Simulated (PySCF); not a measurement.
# Correlation energy of Mg (magnesium, neutral)

[Ne] 3s2, closed-shell 1S. Computed with PySCF 2.14 in def2-TZVP, with no relativity, point nucleus. Frozen: [Ne]; 2 electrons correlated.

Total MP2 correlation energy: -21.71 mhartree.

Same-spin part 0.00 and opposite-spin part -21.71 mhartree; SCS-MP2 scales them by 1/3 and 6/5 to -26.05 mhartree.

With two correlated electrons CCSD is exact within the correlated space (frozen core and kept virtual orbitals).

```csv
level,correlation energy (mhartree)
CCSD,-32.72
```

Diagnostics: T1 = 0.013, D1 = 0.0184, largest double amplitude 0.132.

Question: Is a single reference adequate?

Answer: Mostly. T1 lies below 0.03, but a double amplitude of this size points to a near-degeneracy that CCSD handles and MP2 describes poorly.
